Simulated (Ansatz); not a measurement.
**Molecular dynamics of Tc12B**

input.yaml

```yaml
crystal:
  lattice:
    - [5.48, 0.0, 0.0]
    - [-4.11, 7.118729, 0.0]
    - [0.0, 0.0, 4.39496]
  atoms:
    - { symbol: Tc, position: [0.03032519, -0.00930895, -0.01347419] }
    - { symbol: Tc, position: [0.16548649, 0.21693449, 0.46768818] }
    - { symbol: Tc, position: [0.01378192, 0.31741186, -0.0485773] }
    - { symbol: Tc, position: [0.16511277, 0.53541829, 0.47783603] }
    - { symbol: Tc, position: [-0.0051679, 0.65674392, 0.01285174] }
    - { symbol: Tc, position: [0.18151022, 0.89781681, 0.46818101] }
    - { symbol: Tc, position: [0.53176023, 0.0073412, 0.01347555] }
    - { symbol: Tc, position: [0.68401725, 0.21294952, 0.49402346] }
    - { symbol: Tc, position: [0.49496838, 0.31015336, -0.00407547] }
    - { symbol: Tc, position: [0.66273875, 0.55475164, 0.49523642] }
    - { symbol: Tc, position: [0.51337696, 0.64499788, 0.03101393] }
    - { symbol: Tc, position: [0.71674894, 0.88738485, 0.47405191] }
    - { symbol: B, position: [0.35413466, 0.7716207, 0.7412007] }
basis:
  ecutwfc: 600.0
kpoints:
  mp_grid: { grid: [4, 3, 4] }
hamiltonian:
  xc: pbe
  dispersion: d3bj
scf:
  occupations: { method: fermi_dirac, width: 0.1 }
  lower_state_search: "off"
md:
  timestep: 1
  n_steps: 150
  ensemble: nve
  temperature: 840.0
  initial_velocities: maxwell_boltzmann
  seed: 38629
```

Run as:

```bash
$ ansatz run input.yaml --threads 4 --pin off --max-ram 10240MiB --backend cpu --events-out ev --progress --plain --runs-dir out
```

It goes on from the last frame of an earlier run, with new velocities.

Output, in part (step lines):

```
md step     0: t =     0.00 fs  T =   840.0 K  F+E_penalty+E_count = -64939.98727274 eV  E_kin = 1.302941 eV  conserved = -64938.68433195 eV  (8 SCF iters)
[... lines left out ...]
```

The steps, from the saved trajectory:

| time (fs) | T (K) | potential energy less start (eV) | conserved less start (meV/atom) |
| --- | --- | --- | --- |
| 0.0 | 840 | 0.000 | 0.00 |
| 5.0 | 870 | -0.046 | 0.00 |
| 10.0 | 859 | -0.029 | 0.00 |
| 15.0 | 814 | 0.040 | 0.00 |
| 20.0 | 745 | 0.147 | 0.01 |
| 25.0 | 659 | 0.281 | 0.01 |
| 30.0 | 572 | 0.417 | 0.02 |
| 35.0 | 511 | 0.510 | 0.03 |
| 40.0 | 497 | 0.532 | 0.02 |
| 45.0 | 525 | 0.489 | 0.02 |
| 50.0 | 574 | 0.413 | 0.01 |
| 55.0 | 626 | 0.333 | 0.01 |
| 60.0 | 669 | 0.265 | 0.01 |
| 65.0 | 699 | 0.218 | 0.01 |
| 70.0 | 713 | 0.198 | 0.01 |
| 75.0 | 713 | 0.198 | 0.01 |
| 80.0 | 711 | 0.200 | 0.01 |
| 85.0 | 719 | 0.188 | 0.01 |
| 90.0 | 739 | 0.157 | 0.01 |
| 95.0 | 761 | 0.122 | 0.01 |
| 100.0 | 778 | 0.097 | 0.01 |
| 105.0 | 784 | 0.088 | 0.01 |
| 110.0 | 780 | 0.093 | 0.01 |
| 115.0 | 766 | 0.115 | 0.01 |
| 120.0 | 738 | 0.159 | 0.01 |
| 125.0 | 695 | 0.225 | 0.01 |
| 130.0 | 646 | 0.301 | 0.01 |
| 135.0 | 603 | 0.368 | 0.01 |
| 140.0 | 570 | 0.419 | 0.01 |
| 145.0 | 546 | 0.457 | 0.02 |
| 150.0 | 543 | 0.460 | 0.02 |

All steps were run. The conserved energy stayed within 0.026 meV per atom of its start (net change 0.021 meV per atom), so the integration is sound. A run of 0.15 ps of so small a system gives no equilibrium averages. Limits of this set-up: coarse k mesh, odd electron count without spin.

Mean squared displacements from the first frame to the last, about the centre of mass: Tc 0.03 Å², B 0.01 Å².

Last frame:

```xyz
13
Lattice="5.4800 0.0000 0.0000 -4.1100 7.1187 0.0000 0.0000 0.0000 4.3950" Properties=species:S:1:pos:R:3
Tc 0.038 0.046 -0.110
Tc 0.069 1.605 2.215
Tc -1.159 2.234 -0.057
Tc -1.203 3.773 2.185
Tc -2.615 4.680 0.019
Tc -2.701 6.238 1.958
Tc 2.729 -0.051 -0.121
Tc 2.893 1.475 2.210
Tc 1.552 2.286 0.103
Tc 1.406 3.975 2.145
Tc 0.134 4.611 0.062
Tc 0.115 6.378 2.004
B -1.211 5.486 3.181
```

The run took 33 min on 4 threads of Arm Neoverse V1, with other jobs on the host, peak memory 1.9 GiB.
